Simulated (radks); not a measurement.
The numbers below are computed, except where a source is named.
The mean radii <r> (bohr) of the occupied orbitals of an atom or ion are listed with their occupations. Code: a radial shooting solver on a logarithmic mesh with Libxc functionals. Model: Dirac Kohn-Sham, PBE, spin-unpolarised, spherical densities, point nucleus.

| orbital | occ. | <r> |
|---|---|---|
| 1s1/2 | 2 | 0.02611 |
| 2s1/2 | 2 | 0.1106 |
| 2p1/2 | 2 | 0.09307 |
| 2p3/2 | 4 | 0.09876 |
| 3s1/2 | 2 | 0.2737 |
| 3p1/2 | 2 | 0.2606 |
| 3p3/2 | 4 | 0.2695 |

Name the element and its charge. Open shells, if any, are shared by 2j + 1.

Answer. Z = 55, caesium, charge +37: Cs37+ in [Ar]. The 1s radius gives Z: for a bare nucleus <r> = (2 gamma + 1)/(2Z) with gamma = sqrt(1 - (Z/c)^2), 0.02574 bohr for Z = 55, and screening makes it slightly larger (0.02611 here). The occupations add up to 18, and the charge is Z minus that.
